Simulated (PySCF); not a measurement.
## CaAl at ROHF-SCS-MP2

Computed with ROHF-SCS-MP2; Ca def2-SVP, Al def2-SVP; no relativity (PySCF 2.14).

```
state                          : ²Π (doublet), unpaired electrons π ↑
bond length                    : 3.404 Å
harmonic wavenumber            : 114 cm⁻¹
force constant                 : 0.124 mdyn/Å
rotational constant Be         : 0.09032 cm⁻¹
anharmonicity ωexe             : 2.19 cm⁻¹
vibration–rotation constant αe : 0.00164 cm⁻¹
well depth De to Ca + Al       : 20 kJ/mol
dissociation energy D0         : 19 kJ/mol
```

Correlated steps freeze 10 core orbitals. The bond is weak. Basis-set superposition, not corrected here, can be much of De in a small basis, most of all at correlated wavefunction levels. The state is the lowest determinant that a PBE0 search found; another state may lie lower at other levels.
